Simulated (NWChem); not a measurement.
Everything below was run with NWChem. System: H3Ga, charge 0, spin multiplicity 1, at a geometry optimised with B3LYP/def2-SVP. The structure started from a generated list of species. Level: G0W0@PBE0/def2-SVPD, RI basis def2-svpd-rifit.

Job file:

```
start mol
memory heap 200 mb stack 700 mb global 1700 mb
geometry units angstroms nocenter noautoz
  Ga     0.000000     0.000000     0.000001
  H      0.000000     0.000000     1.573530
  H      1.362700     0.000000    -0.786774
  H     -1.362700     0.000000    -0.786774
  symmetry group C2v
end
basis spherical
  * library def2-svpd
end
basis "ri basis" bse spherical
  * library def2-svpd-rifit
end
dft
  xc pbe0
  iterations 100
  direct
  tolerances tight
end
task dft energy
gw
  states alpha occ 4 vir 2
end
task dft gw
```

Part of the output:

```
             Northwest Computational Chemistry Package (NWChem) 7.3.0
             --------------------------------------------------------

                                NWChem Input Module
                                -------------------

 Scaling coordinates for geometry "geometry" by  1.889725989
 (inverse scale =  0.529177249)

 Turning off AUTOSYM since
 SYMMETRY directive was detected!

                             Geometry "geometry" -> ""
                             -------------------------

 Output coordinates in angstroms (scale by  1.889725989 to convert to a.u.)

  No.       Tag          Charge          X              Y              Z
 ---- ---------------- ---------- -------------- -------------- --------------
    1 Ga                  31.0000     0.00000000     0.00000000     0.00000100
    2 H                    1.0000     0.00000000     0.00000000     1.57353000
    3 H                    1.0000     1.36270000     0.00000000    -0.78677400
    4 H                    1.0000    -1.36270000     0.00000000    -0.78677400

 Effective nuclear repulsion energy (a.u.)      31.8584725412

            Nuclear Dipole moment (a.u.)
            ----------------------------
        X                 Y               Z
 ---------------- ---------------- ----------------
     0.0000000000     0.0000000000     0.0000245664

      Symmetry information
      --------------------

 Group name             C2v
 Group number             16
 Group order               4
 No. of unique centers     3

      Symmetry unique atoms

     1    2    3


 Summary of "ao basis" -> "" (spherical)
 ------------------------------------------------------------------------------
       Tag                 Description            Shells   Functions and Types
 ---------------- ------------------------------  ------  ---------------------
 *                         def2-svpd                  on all atoms

 new library libraries.bse/

 Summary of "ri basis" -> "" (spherical)
 ------------------------------------------------------------------------------
       Tag                 Description            Shells   Functions and Types
 ---------------- ------------------------------  ------  ---------------------
 *                      def2-svpd-rifit               on all atoms

                                 NWChem DFT Module
                                 -----------------

 Summary of "ao basis" -> "ao basis" (spherical)
 ------------------------------------------------------------------------------
       Tag                 Description            Shells   Functions and Types
 ---------------- ------------------------------  ------  ---------------------
 Ga                        def2-svpd                14       38   6s4p4d
 H                         def2-svpd                 4        8   2s2p

 Summary of "ao basis" -> "ao basis" (spherical)
 ------------------------------------------------------------------------------
       Tag                 Description            Shells   Functions and Types
 ---------------- ------------------------------  ------  ---------------------
 Ga                        def2-svpd                14       38   6s4p4d
 H                         def2-svpd                 4        8   2s2p

      Symmetry analysis of basis
      --------------------------

        a1         28
        a2          6
        b1         16
        b2         12

            General Information
            -------------------
          SCF calculation type: DFT
[...]
              MO Center=  5.5D-10, -1.5D-16, -5.5D-01, r^2= 2.6D+00
   Bfn.  Coefficient  Atom+Function         Bfn.  Coefficient  Atom+Function
  ----- ------------  ---------------      ----- ------------  ---------------
    47      0.318972  3 H  s                 55     -0.318972  4 H  s
    13      0.312614  1 Ga px                48      0.197993  3 H  s
    56     -0.197993  4 H  s                 10     -0.181185  1 Ga px
    16      0.157979  1 Ga px                22     -0.101128  1 Ga d  1
     7      0.059233  1 Ga px                32      0.030557  1 Ga d  1

 Vector   18  Occ=0.000000D+00  E=-6.713453D-02  Symmetry=b2
              MO Center=  6.0D-15, -1.0D-14,  2.1D-06, r^2= 3.6D+00
   Bfn.  Coefficient  Atom+Function         Bfn.  Coefficient  Atom+Function
  ----- ------------  ---------------      ----- ------------  ---------------
    17      0.646220  1 Ga py                14      0.415797  1 Ga py
    11     -0.217282  1 Ga py                 8      0.070257  1 Ga py
    45      0.030393  2 H  py                53      0.030393  3 H  py
    61      0.030393  4 H  py

 Vector   19  Occ=0.000000D+00  E= 1.375171D-02  Symmetry=a1
              MO Center= -8.1D-15,  1.4D-15, -3.5D-06, r^2= 1.1D+01
   Bfn.  Coefficient  Atom+Function         Bfn.  Coefficient  Atom+Function
  ----- ------------  ---------------      ----- ------------  ---------------
     5      2.649406  1 Ga s                  6     -2.560079  1 Ga s
     4      0.531140  1 Ga s                 40     -0.376387  2 H  s
    48     -0.376385  3 H  s                 56     -0.376385  4 H  s
     3     -0.246836  1 Ga s                 38     -0.091580  1 Ga d  2
    46      0.080026  2 H  pz                52      0.069303  3 H  px

 Vector   20  Occ=0.000000D+00  E= 4.404379D-02  Symmetry=a1
              MO Center= -1.6D-13,  9.4D-15,  8.7D-05, r^2= 8.0D+00
   Bfn.  Coefficient  Atom+Function         Bfn.  Coefficient  Atom+Function
  ----- ------------  ---------------      ----- ------------  ---------------
     6      1.460532  1 Ga s                  5     -1.190023  1 Ga s
    38     -0.433899  1 Ga d  2              36     -0.250602  1 Ga d  0
     4      0.214626  1 Ga s                 39     -0.194593  2 H  s
    47     -0.194569  3 H  s                 55     -0.194569  4 H  s
    46     -0.180532  2 H  pz                52     -0.156349  3 H  px

 center of mass
 --------------
 x =   0.00000000 y =   0.00000000 z =   0.00000133

 moments of inertia (a.u.)
 ------------------
          13.366799215211           0.000000000000           0.000000000000
           0.000000000000          26.733163903900           0.000000000000
           0.000000000000           0.000000000000          13.366364688688

     Multipole analysis of the density
     ---------------------------------

     L   x y z        total         alpha         beta         nuclear
     -   - - -        -----         -----         ----         -------
     0   0 0 0     -0.000000    -17.000000    -17.000000     34.000000

     1   1 0 0      0.000000      0.000000      0.000000      0.000000
     1   0 1 0      0.000000      0.000000      0.000000      0.000000
     1   0 0 1      0.000009     -0.000008     -0.000008      0.000025

     2   2 0 0    -15.898136    -14.580361    -14.580361     13.262585
     2   1 1 0      0.000000      0.000000      0.000000      0.000000
     2   1 0 1      0.000000      0.000000      0.000000      0.000000
     2   0 2 0    -11.904887     -5.952444     -5.952444      0.000000
     2   0 1 1      0.000000      0.000000      0.000000      0.000000
     2   0 0 2    -15.898138    -14.580577    -14.580577     13.263016

 Task  times  cpu:        1.5s     wall:        1.5s

                                NWChem Input Module
                                -------------------

                                 NWChem GW Module
                                 ----------------

                             ***********************
                             ***        GW       ***
                             ***********************

 Summary of "ri basis" -> "ri basis" (spherical)
 ------------------------------------------------------------------------------
       Tag                 Description            Shells   Functions and Types
 ---------------- ------------------------------  ------  ---------------------
 Ga                     def2-svpd-rifit             37      143   11s10p8d5f3g
 H                      def2-svpd-rifit              9       23   4s3p2d

                 Memory Information
                 ------------------
          Available GA per process is          1700.0 MBs
          Available stack per process is        700.0 MBs
          Available heap per process is           0.0 MBs

          Peak memory in Initialization
              Peak GA per process is                  2.2 MBs
              Peak stack per process is               0.0 MBs
              Peak heap per process is                2.4 MBs
              Memory not in MA per process            0.0 MBs

          Peak memory in AFF Calculation
              Peak GA per process is                  7.6 MBs
              Peak stack per process is               4.5 MBs
              Peak heap per process is                0.0 MBs
              Memory not in MA per process            4.5 MBs

          Computing 2-center integrals
          Computing Inverse Cholesky factor
          Computing 3-center integrals
          Computing V_xc ...

          Computing Sigma_x
          Computing RPA polarizability
          Solving quasiparticle equations

                  Alpha Orbitals
          State     Energy (eV)     Error (eV)
          -----------------------------------
@GW        14        -25.365           0.004
@GW        15        -14.674           0.004
@GW        16        -10.907           0.002
@GW        17        -10.907           0.002
@GW        18          0.428           0.005
@GW        19          1.744           0.003

   Applying  -2.3350 eV scissor-shift to rest of particle states

   Applying   2.2549 eV scissor-shift to rest of hole states

     GW Timing Statistics
   ------------------------
   Init.   :          0.0s
     ERIs  :          0.1s
     Distr.:          0.0s
     Vxc   :          0.2s
   Sigma_x :          0.0s
   RPA     :          0.1s
   Wmn     :          0.0s
   Sigma_c :          0.0s
   GW total:          0.5s

 Task  times  cpu:        0.5s     wall:        0.5s

 Total times  cpu:        2.0s     wall:        2.0s
```
